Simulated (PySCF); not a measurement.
**How far are cheaper levels from CCSD(T)/CBS for KF?**

PySCF; the state is a singlet (closed shell). The composite is CCSD(T) extrapolated to the basis-set limit from two correlation-consistent sets, with core-valence (CV) and scalar-relativistic (SR) terms as its label shows; it has no spin–orbit coupling and nothing beyond (T). Here it is CCSD(T)/CBS(DT)+CV. It gives Re = 2.174 Å, ωe = 431 cm⁻¹ and De = 5.10 eV to K + F.

```csv
level,basis,relativity,Re (Å),ωe (cm⁻¹),De (eV)
RHF-SCS-MP2,x2c-SVPall,spin-free X2C,2.168,485,4.27
RHF-CCSD,x2c-TZVPPall,spin-free X2C,2.218,423,4.53
RHF-CCSD(T),x2c-SVPall,spin-free X2C,2.167,485,4.14
LDA,x2c-TZVPPall,spin-free X2C,2.150,447,5.70
BP86,x2c-TZVPPall,spin-free X2C,2.199,416,5.06
r²SCAN,def2-SVPD,no relativity,2.229,414,5.08
PBE0,x2c-TZVPall,spin-free X2C,2.187,427,4.73
r²SCAN0,x2c-SVPall,spin-free X2C,2.143,494,4.36
M06,x2c-TZVPPall,spin-free X2C,2.199,425,5.18
BHandHLYP,aug-pcseg-1,no relativity,2.184,437,4.78
```

Q: Give the difference of each row from the composite.

A: 

| level | basis | ΔRe (pm) | Δωe (%) | ΔDe (eV) |
| --- | --- | --- | --- | --- |
| RHF-SCS-MP2 | x2c-SVPall | -0.6 | +12.5 | -0.83 |
| RHF-CCSD | x2c-TZVPPall | +4.4 | -1.9 | -0.57 |
| RHF-CCSD(T) | x2c-SVPall | -0.7 | +12.5 | -0.96 |
| LDA | x2c-TZVPPall | -2.4 | +3.7 | +0.60 |
| BP86 | x2c-TZVPPall | +2.5 | -3.5 | -0.04 |
| r²SCAN | def2-SVPD | +5.5 | -3.9 | -0.02 |
| PBE0 | x2c-TZVPall | +1.3 | -0.9 | -0.37 |
| r²SCAN0 | x2c-SVPall | -3.1 | +14.6 | -0.74 |
| M06 | x2c-TZVPPall | +2.5 | -1.4 | +0.08 |
| BHandHLYP | aug-pcseg-1 | +1.0 | +1.4 | -0.32 |

Q: Which rows come closest in De?

A: r²SCAN in def2-SVPD (-0.02 eV), counted from the composite.

Correlated steps freeze 6 core orbitals. Correlated levels converge slowly with the basis: in double zeta they bind strong bonds too weakly, by up to about 1 eV, and carry superposition errors of some tenths. Where the molecule has an RHF reference, its open-shell atoms are computed with UHF.
